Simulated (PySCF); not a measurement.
# Worked example: dipole moment from atomic charges

Cl3H3OSi2, SMILES Cl[SiH2]O[SiH](Cl)Cl. Atoms are numbered in the order given.

```xyz
9

Si     1.7211     0.8721    -0.2541
Cl     2.8959    -0.8116    -0.0065
O      0.2440     0.4206    -0.8675
Si    -1.1939    -0.2577    -0.4588
Cl    -0.9813    -1.2469     1.3392
Cl    -2.5975     1.2320    -0.2382
H      1.5463     1.5198     1.0664
H      2.3609     1.7599    -1.2478
H     -1.6293    -1.1957    -1.5044
```

Geometry: B3LYP-D3(BJ)/def2-SVP. The structure was generated by enumeration, and PubChem lists no compound with its InChIKey, so it may never have been made. Other conformers were not sampled.

Charges (e) from PBE/def2-TZVP (PySCF):

```
atom  ESP fit  Mulliken
----  -------  --------
Si1     0.105     0.401
Cl2    -0.090    -0.214
O3     -0.046    -0.291
Si4    -0.034     0.507
Cl5    -0.037    -0.191
Cl6    -0.035    -0.190
H7      0.028    -0.011
H8      0.021    -0.010
H9      0.089    -0.001
```

The dipole moment of the full density is 0.89 D.

What dipole moment does each set of point charges give, and which comes closer to that of the density?


μ = Σ q r, and 1 e Å = 4.8032 D.
ESP fit: Σ q r = (0.025, 0.130, -0.142) e Å, |μ| = 0.93 D.
Mulliken: Σ q r = (0.036, 0.241, -0.289) e Å, |μ| = 1.82 D.
ESP fit comes closer in size. Point charges leave out the atoms' own dipoles (lone pairs, polarised bonds); fits to the potential absorb them, partitions of the density don't.
